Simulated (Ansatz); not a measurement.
CH₂FInOS, SMILES `O[C](=S)[InH][F]`. The species carries charge 0 and has multiplicity 1. In takes the def2 core potential. The geometry is a stationary point of PBE0-D4/def2-TZVP. It is one conformer, not always the lowest.

```xyz
7

O    -0.198    0.805   -1.412
C     0.551   -0.157   -0.912
S     1.699   -0.952   -1.728
In    0.018   -0.512    1.149
F    -1.361    0.952    0.945
H    -0.814    1.116   -0.706
H     0.105   -1.250    2.663
```

Q: What is the dipole moment at PBE/def2-TZVPP? (Estimate.)

A: Ansatz gave: 3.04 D, with components (0.06, -1.25, 2.77) D in this frame, pointing from negative to positive charge.

Q: And with r2SCAN, B3LYP, ωB97M-V? (Best estimate.)

A: Ansatz gave: r2SCAN 3.28 D, B3LYP 3.43 D, ωB97M-V 3.77 D.

Q: Give the Mulliken charges with PBE, B3LYP, ωB97M-V in def2-TZVPP. (An estimate is asked.)

A: The calculation gave: 
```csv
atom,PBE,B3LYP,ωB97M-V
O1,-0.14,-0.19,-0.18
C2,0.05,0.04,-0.02
S3,-0.22,-0.22,-0.19
In4,0.60,0.70,0.68
F5,-0.48,-0.53,-0.53
H6,0.24,0.25,0.24
H7,-0.04,-0.05,0.00
```

B3LYP here is the variant with VWN-RPA as its local correlation; programs differ in this.
